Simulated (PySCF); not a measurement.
Gas-phase reaction: 2 CrO₃ + 3 F₂ ⇌ 2 CrO₂F₂ + 2 FO

Method: PySCF energies plus ideal-gas RRHO corrections (1 bar). S°(298 K) at PBE0/def2-TZVP differs from the NASA 1993 table for CrO₃ (+11 J/mol/K); whether the harmonic model or the table's entry is off was not settled. † marks an energy on the PBE0/def2-TZVP geometry and frequencies; other levels use their own. CCSD(T) freezes the core. 6-31G* has spherical d functions here. Open shells (unrestricted): FO (multiplicity 2, electronic degeneracy 4); the rest are closed-shell singlets. Spin-orbit splitting is ignored; it lowers the true energy and changes the entropy of FO. B3LYP is the form with VWN-RPA correlation. CCSD(T) isn't extrapolated to the basis-set limit; its ΔH°(298 K) is -832.7 kJ in def2-SVP and -870.4 kJ in def2-TZVPP. The harmonic model lacks anharmonicity and excited electronic states, which grow with temperature; levels with a mode under 35 cm⁻¹ are left out. Strong static correlation: CrO₃. Warning, large T1 diagnostic: CrO₂F₂, CrO₃ (CCSD(T)/def2-TZVPP†).

```json
[
 {"level": "B3LYP/6-31G*", "ΔE electronic, kJ": "-971", "ΔH°(298 K), kJ": "-966", "ΔS°(298 K), J/K": "-123", "ΔG°(800 K), kJ": "-870"},
 {"level": "B3LYP/def2-TZVP†", "ΔE electronic, kJ": "-931", "ΔH°(298 K), kJ": "-926", "ΔS°(298 K), J/K": "-121", "ΔG°(800 K), kJ": "-831"},
 {"level": "BLYP/def2-TZVP†", "ΔE electronic, kJ": "-897", "ΔH°(298 K), kJ": "-892", "ΔS°(298 K), J/K": "-121", "ΔG°(800 K), kJ": "-797"},
 {"level": "CCSD(T)/def2-TZVPP†", "ΔE electronic, kJ": "-875", "ΔH°(298 K), kJ": "-870", "ΔS°(298 K), J/K": "-121", "ΔG°(800 K), kJ": "-776"},
 {"level": "M06-2X/def2-TZVP†", "ΔE electronic, kJ": "-936", "ΔH°(298 K), kJ": "-931", "ΔS°(298 K), J/K": "-121", "ΔG°(800 K), kJ": "-836"},
 {"level": "PBE/def2-SVP", "ΔE electronic, kJ": "-902", "ΔH°(298 K), kJ": "-897", "ΔS°(298 K), J/K": "-117", "ΔG°(800 K), kJ": "-806"},
 {"level": "PBE0/def2-QZVP†", "ΔE electronic, kJ": "-961", "ΔH°(298 K), kJ": "-956", "ΔS°(298 K), J/K": "-121", "ΔG°(800 K), kJ": "-862"},
 {"level": "PBE0/def2-TZVP", "ΔE electronic, kJ": "-943", "ΔH°(298 K), kJ": "-938", "ΔS°(298 K), J/K": "-121", "ΔG°(800 K), kJ": "-844"},
 {"level": "r2SCAN/def2-TZVP†", "ΔE electronic, kJ": "-976", "ΔH°(298 K), kJ": "-971", "ΔS°(298 K), J/K": "-121", "ΔG°(800 K), kJ": "-877"},
 {"level": "ωB97M-V/def2-TZVP†", "ΔE electronic, kJ": "-927", "ΔH°(298 K), kJ": "-921", "ΔS°(298 K), J/K": "-121", "ΔG°(800 K), kJ": "-827"},
 {"level": "ωB97X-V/def2-TZVP†", "ΔE electronic, kJ": "-944", "ΔH°(298 K), kJ": "-938", "ΔS°(298 K), J/K": "-121", "ΔG°(800 K), kJ": "-844"}
]
```
ΔH° is lowest at r2SCAN/def2-TZVP† and highest at CCSD(T)/def2-TZVPP†. No reference value is set beside these.
